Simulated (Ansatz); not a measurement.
Species: C2H5NO, SMILES `C1NCO1` (charge 0, multiplicity 1).

Problem. Give a relaxed geometry from B3LYP-D3(BJ)/def2-TZVP (Ansatz, a program for electronic structure).

Solution. the end point of this relaxation (outside a Z-matrix the atoms follow the SMILES, hydrogens last).
Cartesian coordinates (Å) in one orientation:
```xyz
9

C     -1.002     0.210    -0.060
N      0.077    -0.055     0.907
C      0.997     0.028    -0.241
O     -0.068     0.385    -1.137
H     -1.567     1.126     0.138
H     -1.695    -0.623    -0.233
H      0.029    -0.983     1.308
H      1.743     0.824    -0.161
H      1.486    -0.913    -0.521
```
